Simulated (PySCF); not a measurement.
## UHF on O²⁺ (oxygen, charge +2)

Configuration: [He] 2s2 2p2, high-spin 3P determinant. All numbers are calculated (PySCF 2.14, the non-relativistic Hamiltonian (point nucleus), in aug-cc-pVTZ with one added diffuse shell each of s, p, d, f type (6s5p4d3f, 62 functions)).

| Item | Value |
| --- | --- |
| Total energy | -73.100536 hartree |
| One-electron energy | -92.6161 hartree |
| Hartree (Coulomb) energy | 26.8544 hartree |
| Exchange energy | -7.3388 hartree |
| Kinetic energy | 73.10132 hartree |
| ⟨S²⟩ | 2.0047 |
| ⟨L²⟩ | 2.008 |
| Sum of ⟨r⟩ | 4.437 bohr |
| Sum of ⟨r²⟩ | 5.056 bohr² |
| Traceless quadrupole moment −½Σ⟨3z² − r²⟩ along its main axis | 0.482 e·bohr² |
| Density at the nucleus (Gaussians lack the cusp) | 304 bohr⁻³ |
| Spin density at the nucleus | 0.0570 bohr⁻³ |
| Langevin diamagnetic susceptibility | -4.00 ×10⁻⁶ cm³/mol |

```
shell  electrons  mean orbital energy (eV)  rms radius, mean of both spins (bohr)
 1s α          1                   -607.17                                  0.230
 1s β          1                   -604.30                                  0.230
 2s α          1                   -72.756                                   1.13
 2s β          1                   -62.380                                   1.13
 2p α          2                   -55.758                                   1.10
```

Spin-orbit constants ζ (cm⁻¹) from the X2C one-electron operator on these orbitals (non-relativistic here): bare nucleus, nucleus screened by l(l+1)(2l+1)/3 electrons, and screened by the Breit-Pauli mean field of the electrons.

| shell | bare | screened nucleus | mean field |
| --- | --- | --- | --- |
| 2p | 332.7 | 249.5 | 216.7 |

To first order the Landé constant is A = 108.3 cm⁻¹, so the lowest level has J = 0 and lies 0.0269 eV below the centre of the term. This holds in LS coupling only.
